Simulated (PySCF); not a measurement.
## PbS: energy against distance

Set-up: PySCF, scalar-relativistic core potentials, basis sets Pb cc-pVTZ-PP with ECP60, S cc-pV(T+d)Z. Energies in eV from Pb + S in their ground configurations at the same level. All curves are PBE0. state 1: ¹Σ⁺ (singlet), closed shell; state 2: triplet, unpaired electrons π ↑↑, a mixture of terms (⟨Lz²⟩ = 2.0), a second solution, started from another occupation; state 3: ⁵Π (quintet), unpaired electrons σ ↑, π ↑↑↑, a second solution, started from another occupation.

```
R (Å)  state 1  state 2  state 3
1.969   -2.905    0.963   4.0385
2.061   -3.836   -0.413   2.7314
2.153   -4.347   -1.351   1.8248
2.221   -4.528   -1.839   1.3366
2.290   -4.580   -2.184   0.9707
2.359   -4.532   -2.415   0.6980
2.450   -4.355   -2.588   0.4410
2.565   -4.012   -2.645   0.2373
2.702   -3.499   -2.560   0.0998
2.885   -2.747   -2.298   0.0152
```

Question: Put a parabola through the three lowest points of the state 1 curve and estimate Re, k and ωe (reduced mass 27.71 u; 1 eV/Å² = 0.16022 mdyn/Å; ωe = 1302.8·√(k/μ) cm⁻¹).

Answer: Through R = 2.221, 2.29, 2.359 Å the second-order coefficient is 10.5 eV/Å², so Re ≈ 2.291 Å, k ≈ 3.37 mdyn/Å and ωe ≈ 454 cm⁻¹. A polynomial fit of higher order to the unrounded PBE0 energies gives Re = 2.288 Å, k = 3.37 mdyn/Å, ωe = 454 cm⁻¹; anharmonicity and rounding make the difference.

The higher-order fit for each curve: state 1: Re = 2.288 Å, ωe = 454 cm⁻¹, De = 4.58 eV; state 2: Re = 2.554 Å, ωe = 303 cm⁻¹, minimum 2.65 eV below the ground-state fragments. State 3 gave no clean fit.

Spin–orbit coupling is left out, which matters for elements this heavy, above all for dissociation energies. Counting both spins, an empty level lies below a filled one in some of these solutions, because spin and occupation are held.
